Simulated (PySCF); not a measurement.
Species: C₆H₉NO.
Atom-mapped SMILES: `[CH2:1]=[CH:2][CH2:3][C:4](=[CH2:5])[NH:6][CH:7]=[O:8]` (hydrogens: H9, H10 on C1; H11 on C2; H12, H13 on C3; H14, H15 on C5; H16 on N6; H17 on C7)

Structure optimised with GFN2-xTB, isolated species.

**Question.** Give the optimised bond lengths and angles.

**Answer.** 
```
          bond  length (Å)
         C1=C2       1.319
         C2–C3       1.502
         C3–C4       1.502
         C4=C5       1.329
         C4–N6       1.404
         N6–C7       1.355
         C7=O8       1.203
         C1–H9       1.077
        C1–H10       1.078
        C2–H11       1.081
C3–H12, C3–H13       1.090
        C5–H14       1.077
        C5–H15       1.073
        N6–H16       1.011
        C7–H17       1.109
```

Bonds in one row agree within 0.01 Å and their mean is given. A selection of angles:
```
     angle  degrees
  C2–C1–H9    122.0
 C2–C1–H10    121.9
 H9–C1–H10    116.1
  C1–C2–C3    124.0
 C1–C2–H11    120.8
 C3–C2–H11    115.2
  C2–C3–C4    109.9
 C2–C3–H12    108.8
 C4–C3–H12    109.5
H12–C3–H13    109.7
  C3–C4–C5    122.7
  C3–C4–N6    118.2
  C5–C4–N6    119.1
 C4–C5–H14    122.3
 C4–C5–H15    121.1
H14–C5–H15    116.6
  C4–N6–C7    129.7
 C4–N6–H16    113.6
 C7–N6–H16    116.6
  N6–C7–O8    128.0
 N6–C7–H17    110.2
 O8–C7–H17    121.8
```

Dihedral angles: C1–C2–C3–C4 -113° (anticlinal); C2–C3–C4–C5 101° (anticlinal); C3–C4–N6–C7 -12° (synperiplanar); C4–N6–C7–O8 2° (synperiplanar). The mirror-image conformer, all signs reversed, is as good.

The 4 C–C bonds span 1.319 Å (C1=C2, drawn double) to 1.502 Å (C3–C4, drawn single), a spread of 0.183 Å. N6 (amide nitrogen) is planar (angles 129.7°, 116.6° and 113.6°, sum 359.9°, 0.03 Å off the plane of its three neighbours). Of the pairs four or more bonds apart, O8···H12 is among the closest relative to their van der Waals radii: 2.25 Å, 83 % of the sum of Bondi's values. The C–N distances run from 1.355 Å (N6–C7, drawn single) to 1.404 Å (C4–N6, drawn single), a spread of 0.049 Å.

Point group: C1 (no symmetry element, even within 0.4 Å). Not checked by GFN2-xTB frequencies. One conformer, not necessarily the lowest.

The numbers are calculated, not measured.
